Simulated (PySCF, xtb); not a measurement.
F4Te, charge +1, multiplicity 2. Atoms are numbered in the order given.

```xyz
5

Te     0.0000     0.0000    -0.1871
F      0.0000    -1.9016    -0.4828
F      0.0000     1.9016    -0.4828
F      1.4063     0.0000     1.0233
F     -1.4063     0.0000     1.0233
```
Charge +1, spin multiplicity 2.

The structure is a stationary point at PBE0-D3(BJ)/def2-SVP. The def2 effective core potentials stand for the cores of Te; spin–orbit coupling is left out.

Calculation: C-PCM-ωB97X/def2-SVP (PySCF).

The values are the electrostatic part of the solvation free energy, E(continuum) − E(gas) at the gas-phase geometry, in a cavity of scaled van der Waals radii (PySCF's table); cavitation and dispersion terms are not included.

```
solvent                ε  ΔG(elec) (kcal/mol)
-----------------  -----  -------------------
water              78.36                -69.8
chloroform          4.71                    …
dimethylsulfoxide  46.83                -69.1
```

### Question
Complete the blanks. (The exact figures need the calculation; the answer reports its results.)

### Answer

- chloroform, ΔG(elec) (kcal/mol): -55.5

For comparison, GFN2-xTB/ALPB(water) (xtb, at the GFN2-xTB geometry, all terms of that model) gives -53.4 kcal/mol.
